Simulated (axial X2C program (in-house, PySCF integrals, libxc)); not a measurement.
## A run on SrOs without results

A two-component calculation with an in-house all-electron X2C program for linear molecules (integrals from PySCF).

Input and command:
```json
{"zs": [76, 38], "q": 0, "bas": ["dyall-acv3z", "dyall-acv3z"], "r0": 3.14, "eom": "ee", "thr": -2.0, "nmax": 88}
```
```bash
python soeom.py task.json out
```

Keys: zs atomic numbers; q charge; bas basis sets; r0 starting distance in Å; eom kind of EOM run; thr threshold in hartree for freezing inner shells (an s shell follows its p shell); nmax most natural virtual spinors.

Outcome:

The program refused: none of the low determinants of the reference species is a closed shell, which the EOM method needs.
